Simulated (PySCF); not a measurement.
# What a mistake does to a calculation on CH8Si2

These are calculations, not measurements. They come from PySCF 2.14.0, an open-source quantum chemistry program, on an isolated molecule that a program drew, which may never have been made. The molecule is CH8Si2 (charge 0, singlet), drawn as the SMILES string `C[SiH2][SiH3]`.

Each row is a Hartree-Fock (HF) and frozen-core CCSD(T) single point in the cc-pV(D+d)Z basis, meant for a local HF minimum. Run 1 is clean. Each other run has one planted mistake out of seven kinds, and not every kind appears here: one electron removed, one electron added, multiplicity raised by two, geometry at a saddle point, minimal basis STO-3G, one bond length entered in bohr, all coordinates scaled. The reference is restricted for singlets and unrestricted otherwise, and also for a bond in bohr. Adding or removing an electron swaps singlet and doublet. Electrons count all cores. HOMO and LUMO are orbital energies over both spins, the gradient is its largest component, and the lowest frequency (negative if imaginary) is given only where the gradient is small. Bond lengths are over the 10 bonds as drawn. T1 is the CCSD diagnostic: over 0.02 (restricted) or 0.045 (unrestricted) a single reference is doubtful.

Geometry of the clean run:
```xyz
11
CH8Si2, angstrom
C    -0.5205    0.1384   -0.3190
Si   -0.1025    0.4056    1.5024
Si   -1.8948    1.4071    2.6821
H     0.3200   -0.3233   -0.8438
H    -1.3890   -0.5163   -0.4288
H    -0.7467    1.0878   -0.8113
H     1.0948    1.2775    1.6230
H     0.2223   -0.8957    2.1423
H    -1.5379    1.6053    4.1087
H    -2.2311    2.7287    2.0942
H    -3.1055    0.5499    2.6157
```

```
run  electrons  basis functions  <S^2>  HOMO (eV)  LUMO (eV)  gradient (hartree/bohr)  lowest frequency (cm^-1)  mean bond (Å)  longest bond (Å)      T1  HF (hartree)  CCSD(T) (hartree)                          mistake
  1         42              100  0.000     -10.62       3.60                  3.8e-05                       102         1.4961             2.368  0.0109    -620.39917         -620.83127                         no fault
  2         42              100  0.810      -8.69       1.58                  1.0e-02                         -         1.6283             2.808  0.0470    -620.28891         -620.71161  one bond length entered in bohr
  3         43              100  0.759       2.64       8.94                  4.2e-02                         -         1.4961             2.368  0.0172    -620.28332         -620.73840               one electron added
  4         42              100  2.010      -3.74      -1.85                  3.0e-02                         -         1.4961             2.368  0.0174    -620.16348         -620.58825       multiplicity raised by two
  5         42               31  0.000      -8.43      10.77                  3.0e-02                         -         1.4961             2.368  0.0033    -613.28719         -613.47755                                ?
```

**Which mistake was planted in run 5, and what did it cost?**

It has 31 basis functions where the clean run has 100, with the same electrons and geometry. So the mistake is: minimal basis STO-3G. Subtracting run 1 and multiplying by 627.51 kcal/mol a hartree, the energy moved by 4462.8 kcal/mol in HF and 4614.5 kcal/mol in CCSD(T).

Cautions from the logs. Run 2: T1 is over the limit, so its CCSD(T) energy is less reliable; run 3: the HOMO is above zero, so the electron isn't bound and the energy depends on the basis.
